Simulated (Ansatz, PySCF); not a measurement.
Sn(H)(Br)(NH2)2 (BrH5N2Sn), SMILES [SnH]([NH2])([Br])[NH2]. Atoms are numbered in the order given.

```xyz
9

Sn     0.1517    -0.5966     0.4342
N     -1.4039    -1.8532     0.1077
N      1.7417    -1.4118    -0.5198
Br    -0.2924     1.6940    -0.5344
H      0.4247    -0.3862     2.1032
H     -2.1588    -1.7337     0.7811
H     -1.8086    -1.7505    -0.8217
H      1.4472    -2.0173    -1.2848
H      2.3817    -0.7176    -0.9019
```

Geometry optimised at PBE0-D3(BJ)/def2-SVP. The structure was generated by enumeration; whether it is a known compound was not checked. The def2 effective core potentials stand for the cores of Sn; spin–orbit coupling is left out. Other conformers were not sampled.

Vertical ionisation energy (IE) and electron affinity (EA) in eV. Rows of orbital energies are one-electron estimates. Where ΔSCF, EOM or ADC give a negative EA the extra electron is unbound and the value depends on the basis.

| level | IE | EA |
|---|---|---|
| −ε(HOMO), −ε(LUMO), M06-2X/def2-TZVP (PySCF) | 9.00 | -0.01 |
| −ε(HOMO), −ε(LUMO), PBE/def2-TZVP (PySCF) | 6.22 | 1.91 |
| ΔSCF, PBE0/def2-SVPD (Ansatz), final states of multiplicity 2 and 2 | 9.52 | -0.44 |
| ΔSCF, PBE/def2-SVPD (Ansatz), final states of multiplicity 2 and 2 | ___ | ___ |

Problem. Fill in the missing entries. (Estimate from the structure and the level; the computed values follow.)

Solution. 
- ΔSCF, PBE/def2-SVPD (Ansatz, an electronic-structure program), final states of multiplicity 2 and 2, IE: 9.03
- ΔSCF, PBE/def2-SVPD (Ansatz), final states of multiplicity 2 and 2, EA: -0.26

Problem. What vertical singlet–triplet gap does ΔSCF give with PBE0/def2-SVPD (Ansatz) and with PBE/def2-SVPD (Ansatz)? (Estimate from the structure and the level; the computed values follow.)

Solution. 4.92 and 4.34 eV (triplet above singlet where positive).
